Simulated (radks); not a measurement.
Results of a calculation; reference values are marked as such.
Ionisation of Au, [Xe] 4f14 5d10 6s1, to Au+, [Xe] 4f14 5d10, under several functionals. Dirac Kohn-Sham, spin-unpolarised, spherical densities, finite nucleus; a radial shooting solver on a logarithmic mesh with Libxc functionals.

functional	E(Au) (hartree)	Exc (hartree)	IE (eV)	-e(HOMO) (eV)	<r> HOMO (bohr)	IE error (eV)
LDA (Slater exchange, VWN5 correlation)	-19033.2870	-354.8259	9.776	6.093	2.838	+0.550
RPBE	-19044.3353	-365.9809	9.290	5.659	2.887	+0.064
BLYP	-19044.8226	-366.4507	9.477	5.787	2.879	+0.251
SOGGA	-19037.9015	-359.4850	9.324	5.692	2.853	+0.098
revPBE	-19044.1823	-365.8265	9.294	5.666	2.874	+0.068
LDA (Slater exchange, Perdew-Zunger correlation)	-19033.2611	-354.7993	9.783	6.101	2.838	+0.558
BP86	-19046.0103	-367.6647	9.589	5.955	2.845	+0.364
XLYP	-19045.8659	-367.5032	9.512	5.815	2.888	+0.286

NIST Atomic Spectra Database: 9.226 eV (measured). Closest: RPBE. The Delta-SCF values span 0.49 eV, the total energies 12.75 hartree. The highest occupied level is 6s1/2. Spin polarisation and multiplet splitting are left out, so open shells lie too high by an amount that depends on their filling.

Beside tabulated values, note that spin-unpolarised runs miss the spin-polarisation part of the exchange energy of open shells.
